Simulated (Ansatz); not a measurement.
Ansatz (a first-principles code) input file for C2H5ClOSi, SMILES C=C[Si@H](O)Cl, PBE-D3(BJ)/def2-SVP. 

Ansatz 0.2 input:
```yaml
crystal:
  periodic: [false, false, false]
  atoms:
    - {symbol: C, position_ang: [2.23634457, 1.26516270, -0.31542572]}
    - {symbol: C, position_ang: [1.55025109, 0.13659436, -0.42171486]}
    - {symbol: Si, position_ang: [-0.33074737, 0.03553150, -0.47704379]}
    - {symbol: O, position_ang: [-1.04792423, 1.42568963, -0.04952655]}
    - {symbol: Cl, position_ang: [-0.88218365, -1.45002365, 0.79430701]}
    - {symbol: H, position_ang: [1.74298625, 2.22214063, -0.25296378]}
    - {symbol: H, position_ang: [3.31494241, 1.29015431, -0.28965178]}
    - {symbol: H, position_ang: [2.10293386, -0.79257075, -0.48824600]}
    - {symbol: H, position_ang: [-0.89159560, -0.18903962, -1.79719217]}
    - {symbol: H, position_ang: [-0.97786184, 1.80621692, 0.82250372]}
basis:
  gaussian:
    orbitals: def2-SVP
hamiltonian:
  xc: pbe
  dispersion: d3bj
relax: {f_tol: 0.002, max_steps: 200}
```

It prints:

```
WARN ansatz: RAYON_NUM_THREADS=1 ignored (pool sized by the plan → 1); use --threads N
Functional definition: PBE
integrals: 0.05 GiB planned
1140 factors; their error is unknown
mean field: 0.27 GiB planned
mean field evaluation 1: about -24569.7513 eV, gradient 7.1e1 eV
mean field evaluation 2: about -24542.2246 eV, gradient 1.3e2 eV
mean field evaluation 4: about -24580.4766 eV, gradient 1.0e1 eV
mean field evaluation 8: about -24580.7224 eV, gradient 2.4e-1 eV
mean field evaluation 16: about -24580.6504 eV, gradient 1.5e-3 eV
mean field -24580.65035205 eV, -903.3222390746 hartree, gradient 1.8e-5 eV, S^2 0.000000; 0 other end points of the search recorded, 0 dependent functions left out
the calculation of the forces begins
reference -24580.65038447 eV, -903.3222402659 hartree; 28, 28 occupied and 75, 75 virtual orbitals, 1140 factors
relax step   1: F+E_penalty+E_count = -24580.89059326 eV  Δ(F+E_penalty+E_count) = +0.000e0 eV  max|allowed force component| = 1.300e0 eV/Å  Δτ_max = 0.0000 Å  (30 SCF iters, accepted)
these checks for a lower state are left out or cut short: starts, cluster_reference, orbital_swaps, neighbouring_geometries, increment
integrals: 0.05 GiB planned
1140 factors; their error is unknown
mean field: 0.27 GiB planned
mean field -24580.80023469 eV, -903.3277471600 hartree, gradient 1.4e-5 eV, S^2 0.000000; 0 other end points of the search recorded, 0 dependent functions left out
the calculation of the forces begins
reference -24580.80026734 eV, -903.3277483598 hartree; 28, 28 occupied and 75, 75 virtual orbitals, 1140 factors
relax step   2: F+E_penalty+E_count = -24581.03862756 eV  Δ(F+E_penalty+E_count) = -1.480e-1 eV  max|allowed force component| = 6.909e-1 eV/Å  Δτ_max = 0.0805 Å  (31 SCF iters, accepted)
these checks for a lower state are left out or cut short: starts, cluster_reference, orbital_swaps, neighbouring_geometries, increment
integrals: 0.05 GiB planned
1140 factors; their error is unknown
mean field: 0.27 GiB planned
mean field evaluation 32: about -24580.8101 eV, gradient 1.2e-3 eV
mean field -24580.81014682 eV, -903.3281114241 hartree, gradient 7.9e-6 eV, S^2 0.000000; 0 other end points of the search recorded, 0 dependent functions left out
the calculation of the forces begins
reference -24580.81017955 eV, -903.3281126269 hartree; 28, 28 occupied and 75, 75 virtual orbitals, 1140 factors
relax step   3: F+E_penalty+E_count = -24581.04883235 eV  Δ(F+E_penalty+E_count) = -1.020e-2 eV  max|allowed force component| = 3.518e-1 eV/Å  Δτ_max = 0.0435 Å  (31 SCF iters, accepted)
these checks for a lower state are left out or cut short: starts, cluster_reference, orbital_swaps, neighbouring_geometries, increment
integrals: 0.05 GiB planned
1140 factors; their error is unknown
mean field: 0.27 GiB planned
mean field -24580.81128159 eV, -903.3281531260 hartree, gradient 2.1e-5 eV, S^2 0.000000; 0 other end points of the search recorded, 0 dependent functions left out
the calculation of the forces begins
reference -24580.81131418 eV, -903.3281543238 hartree; 28, 28 occupied and 75, 75 virtual orbitals, 1140 factors
relax step   4: F+E_penalty+E_count = -24581.05185145 eV  Δ(F+E_penalty+E_count) = -3.019e-3 eV  max|allowed force component| = 4.144e-1 eV/Å  Δτ_max = 0.1609 Å  (29 SCF iters, accepted)
these checks for a lower state are left out or cut short: starts, cluster_reference, orbital_swaps, neighbouring_geometries, increment
integrals: 0.05 GiB planned
1140 factors; their error is unknown
mean field: 0.27 GiB planned
mean field -24580.83028436 eV, -903.3288514650 hartree, gradient 1.3e-5 eV, S^2 0.000000; 0 other end points of the search recorded, 0 dependent functions left out
the calculation of the forces begins
reference -24580.83031699 eV, -903.3288526641 hartree; 28, 28 occupied and 75, 75 virtual orbitals, 1140 factors
relax step   5: F+E_penalty+E_count = -24581.06998978 eV  Δ(F+E_penalty+E_count) = -1.814e-2 eV  max|allowed force component| = 9.861e-2 eV/Å  Δτ_max = 0.0856 Å  (29 SCF iters, accepted)
these checks for a lower state are left out or cut short: starts, cluster_reference, orbital_swaps, neighbouring_geometries, increment
integrals: 0.05 GiB planned
1140 factors; their error is unknown
mean field: 0.27 GiB planned
mean field -24580.83142105 eV, -903.3288932377 hartree, gradient 8.3e-6 eV, S^2 0.000000; 0 other end points of the search recorded, 0 dependent functions left out
the calculation of the forces begins
reference -24580.83145364 eV, -903.3288944352 hartree; 28, 28 occupied and 75, 75 virtual orbitals, 1140 factors
relax step   6: F+E_penalty+E_count = -24581.07146913 eV  Δ(F+E_penalty+E_count) = -1.479e-3 eV  max|allowed force component| = 3.452e-2 eV/Å  Δτ_max = 0.0182 Å  (31 SCF iters, accepted)
these checks for a lower state are left out or cut short: starts, cluster_reference, orbital_swaps, neighbouring_geometries, increment
integrals: 0.05 GiB planned
1140 factors; their error is unknown
mean field: 0.27 GiB planned
mean field -24580.83162446 eV, -903.3289007129 hartree, gradient 8.1e-6 eV, S^2 0.000000; 0 other end points of the search recorded, 0 dependent functions left out
the calculation of the forces begins
reference -24580.83165703 eV, -903.3289019099 hartree; 28, 28 occupied and 75, 75 virtual orbitals, 1140 factors
relax step   7: F+E_penalty+E_count = -24581.07184610 eV  Δ(F+E_penalty+E_count) = -3.770e-4 eV  max|allowed force component| = 1.990e-2 eV/Å  Δτ_max = 0.0137 Å  (31 SCF iters, accepted)
these checks for a lower state are left out or cut short: starts, cluster_reference, orbital_swaps, neighbouring_geometries, increment
integrals: 0.05 GiB planned
1140 factors; their error is unknown
mean field: 0.27 GiB planned
mean field evaluation 64: about -24580.8315 eV, gradient 2.3e-1 eV
mean field -24580.83168480 eV, -903.3289029304 hartree, gradient 2.4e-5 eV, S^2 0.000000; 0 other end points of the search recorded, 0 dependent functions left out
the calculation of the forces begins
reference -24580.83171737 eV, -903.3289041272 hartree; 28, 28 occupied and 75, 75 virtual orbitals, 1140 factors
relax step   8: F+E_penalty+E_count = -24581.07190776 eV  Δ(F+E_penalty+E_count) = -6.167e-5 eV  max|allowed force component| = 4.660e-3 eV/Å  Δτ_max = 0.0039 Å  (23 SCF iters, accepted)
these checks for a lower state are left out or cut short: starts, cluster_reference, orbital_swaps, neighbouring_geometries, increment
integrals: 0.05 GiB planned
1140 factors; their error is unknown
mean field: 0.27 GiB planned
mean field -24580.83171673 eV, -903.3289041038 hartree, gradient 2.1e-5 eV, S^2 0.000000; 0 other end points of the search recorded, 0 dependent functions left out
the calculation of the forces begins
reference -24580.83174930 eV, -903.3289053007 hartree; 28, 28 occupied and 75, 75 virtual orbitals, 1140 factors
relax step   9: F+E_penalty+E_count = -24581.07191271 eV  Δ(F+E_penalty+E_count) = -4.947e-6 eV  max|allowed force component| = 2.484e-3 eV/Å  Δτ_max = 0.0021 Å  (22 SCF iters, accepted)
these checks for a lower state are left out or cut short: starts, cluster_reference, orbital_swaps, neighbouring_geometries, increment
integrals: 0.05 GiB planned
1140 factors; their error is unknown
mean field: 0.27 GiB planned
mean field -24580.83172689 eV, -903.3289044770 hartree, gradient 8.3e-5 eV, S^2 0.000000; 0 other end points of the search recorded, 0 dependent functions left out
the calculation of the forces begins
reference -24580.83175946 eV, -903.3289056740 hartree; 28, 28 occupied and 75, 75 virtual orbitals, 1140 factors
relax step  10: F+E_penalty+E_count = -24581.07191451 eV  Δ(F+E_penalty+E_count) = -1.799e-6 eV  max|allowed force component| = 2.079e-3 eV/Å  Δτ_max = 0.0014 Å  (19 SCF iters, accepted)
these checks for a lower state are left out or cut short: starts, cluster_reference, orbital_swaps, neighbouring_geometries, increment
integrals: 0.05 GiB planned
1140 factors; their error is unknown
mean field: 0.27 GiB planned
mean field -24580.83173753 eV, -903.3289048679 hartree, gradient 5.3e-6 eV, S^2 0.000000; 0 other end points of the search recorded, 0 dependent functions left out
the calculation of the forces begins
reference -24580.83177010 eV, -903.3289060650 hartree; 28, 28 occupied and 75, 75 virtual orbitals, 1140 factors
relax step  11: F+E_penalty+E_count = -24581.07191593 eV  Δ(F+E_penalty+E_count) = -1.421e-6 eV  max|allowed force component| = 2.132e-3 eV/Å  Δτ_max = 0.0020 Å  (22 SCF iters, accepted)
these checks for a lower state are left out or cut short: starts, cluster_reference, orbital_swaps, neighbouring_geometries, increment
integrals: 0.05 GiB planned
1140 factors; their error is unknown
mean field: 0.27 GiB planned
mean field -24580.83173691 eV, -903.3289048454 hartree, gradient 1.6e-5 eV, S^2 0.000000; 0 other end points of the search recorded, 0 dependent functions left out
the calculation of the forces begins
reference -24580.83176949 eV, -903.3289060425 hartree; 28, 28 occupied and 75, 75 virtual orbitals, 1140 factors
relax step  12: F+E_penalty+E_count = -24581.07191663 eV  Δ(F+E_penalty+E_count) = -7.014e-7 eV  max|allowed force component| = 1.660e-3 eV/Å  Δτ_max = 0.0008 Å  (21 SCF iters, accepted)
integrals: 0.05 GiB planned
1140 factors; their error is unknown
mean field: 0.27 GiB planned
mean field evaluation 96: about -24580.6441 eV, gradient 1.0e1 eV
mean field -24580.83173691 eV, -903.3289048454 hartree, gradient 1.6e-5 eV, S^2 0.000000; 1 other end points of the search recorded, 0 dependent functions left out
the calculation of the forces begins
reference -24580.83176949 eV, -903.3289060425 hartree; 28, 28 occupied and 75, 75 virtual orbitals, 1140 factors
Total energy: -24581.07194921 eV, -903.3377324843 hartree
Atom 0 at     2.188414     1.282429    -0.298951 Å, force    -0.000046     0.001065     0.000744 eV/Å
Atom 1 at     1.534055     0.111059    -0.434443 Å, force    -0.001214    -0.001043     0.000362 eV/Å
Atom 2 at    -0.331351     0.038095    -0.495206 Å, force    -0.000073     0.001660    -0.000698 eV/Å
Atom 3 at    -1.004574     1.508796    -0.064241 Å, force     0.000495    -0.000958    -0.000044 eV/Å
Atom 4 at    -0.927127    -1.483027     0.811733 Å, force    -0.000032    -0.000113     0.000289 eV/Å
Atom 5 at     1.640682     2.238523    -0.226229 Å, force     0.000625    -0.001161    -0.000479 eV/Å
Atom 6 at     3.289711     1.343609    -0.257380 Å, force    -0.000348     0.000233     0.000052 eV/Å
Atom 7 at     2.115936    -0.826335    -0.505823 Å, force     0.000528     0.000359    -0.000627 eV/Å
Atom 8 at    -0.894992    -0.271854    -1.842430 Å, force     0.000135    -0.000235     0.000392 eV/Å
Atom 9 at    -0.793609     1.808562     0.838017 Å, force    -0.000071     0.000193     0.000009 eV/Å
Dipole moment:     0.351899     0.235359     0.092507 e Å
```

The run converged.
